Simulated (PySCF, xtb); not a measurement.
C3H6OSe, SMILES O=C[Se]CC. One conformer was computed; it need not be the lowest.

Harmonic wavenumbers (cm⁻¹) from GFN2-xTB (xtb) at its own minimum, in rising order: 62, 160, 163, 238, 269, 372, 533, 624, 753, 804, 991, 1000, 1069, 1215, 1223, 1287, 1404, 1433, 1485, 1489, 1750, 2730, 2949, 2989, 3024, 3028, 3041.

What does PBE0-D3(BJ)/def2-SVP (PySCF) give at its own minimum? (The exact figures need the calculation; the answer reports its results.)

44, 168, 174, 265, 290, 392, 586, 684, 740, 903, 985, 1016, 1086, 1254, 1262, 1346, 1394, 1442, 1461, 1468, 1866, 2905, 3055, 3084, 3145, 3150, 3167. Paired by order, the mean absolute difference is 53 cm⁻¹ and the zero-point energies are 51.6 and 53.4 kcal/mol.
